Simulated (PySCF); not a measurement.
# Working out the ionisation energy of Ru⁺

Ru⁺ [Kr] 4d7 (4F) → Ru²⁺ [Kr] 4d6 (5D). Computed with PySCF 2.14 in def2-SVP with the def2 core potential (28 electrons), with scalar relativity through the core potential. Frozen: 4s2 4p6. Energies in hartree (1 hartree = 27.21139 eV):

```tsv
part	Ru⁺ (lower)	Ru²⁺ (upper)
UHF	-93.865855	-93.317883
MP2 opposite-spin	-0.053470	-0.024958
MP2 same-spin	-0.042283	-0.038264
```

What does Hartree-Fock give?

(-93.317883) − (-93.865855) = 0.547972 hartree = 14.911 eV.

What do MP2 and SCS-MP2 (6/5 opposite-spin, 1/3 same-spin) give?

The opposite-spin parts differ by 0.776 eV and the same-spin parts by 0.109 eV. MP2: 14.911 + (0.776) + (0.109) = 15.796 eV. SCS-MP2: 14.911 + 1.2 × (0.776) + (0.109)/3 = 15.879 eV.

Reference: 16.76 ± 0.06 eV (semi-empirical (NIST evaluation); NIST Atomic Spectra Database, ionization energies), between the lowest levels; spin-orbit coupling is absent from the calculation.

A double-zeta basis recovers only part of the correlation energy.

What remains against the reference includes basis incompleteness, the frozen core and correlation beyond second order.
